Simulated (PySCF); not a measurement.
C2H4BN3, SMILES NB1N=CC=N1.

The structure is a stationary point at B3LYP-D3(BJ)/def2-SVP. This is a generated structure with no PubChem entry under its InChIKey; it may be hypothetical. One conformer was computed; it need not be the lowest.

Method: B3LYP-D3(BJ)/def2-SVP (PySCF 2.14.0).

Frequencies are harmonic and unscaled.

Computed harmonic wavenumbers and intensities:
```csv
mode,ν (cm⁻¹),IR (km/mol),Raman (Å⁴/amu),depolarisation,moving atoms (share of kinetic energy)
1,151,22.0,1.3,0.75,"N 50 %, H 20 %, C 17 %, B 14 %"
2,314,8.1,0.3,0.75,"N 47 %, H 34 %, B 12 %"
3,466,0.0,0.1,0.75,"H 48 %, C 33 %, N 18 %"
4,576,122.7,0.3,0.75,"H 75 %, N 22 %"
5,619,6.7,4.5,0.51,"N 63 %, C 17 %, B 11 %, H 8 %"
6,677,0.0,1.7,0.75,"H 86 %, N 11 %"
7,682,68.2,0.6,0.75,"B 54 %, N 30 %, H 10 %"
8,795,0.0,0.5,0.75,"H 32 %, N 26 %, C 25 %, B 16 %"
9,820,7.8,1.5,0.31,"N 83 %, H 13 %"
10,878,6.0,8.0,0.26,"C 66 %, H 22 %, N 12 %"
11,886,20.1,4.5,0.75,"H 73 %, C 14 %, B 13 %"
12,897,15.8,1.0,0.75,"N 36 %, C 34 %, H 28 %"
13,1002,0.0,7.5,0.75,"H 57 %, C 41 %"
14,1135,106.2,2.7,0.75,"B 47 %, H 28 %, N 23 %"
15,1311,16.6,0.5,0.75,"H 71 %, N 16 %"
16,1327,27.2,25.7,0.54,"H 70 %, C 21 %, N 9 %"
17,1442,44.3,43.5,0.39,"H 52 %, B 44 %"
18,1615,289.8,14.5,0.10,"H 40 %, B 30 %, N 29 %"
19,1644,24.1,45.0,0.12,"C 53 %, N 45 %"
20,1685,9.7,0.0,–,"C 57 %, N 38 %"
21,3085,29.0,127.7,0.75,"H 92 %, C 8 %"
22,3099,64.9,226.4,0.14,"H 91 %, C 9 %"
23,3592,85.8,156.4,0.13,H 96 %
24,3701,53.2,74.8,0.75,"H 91 %, N 9 %"
```
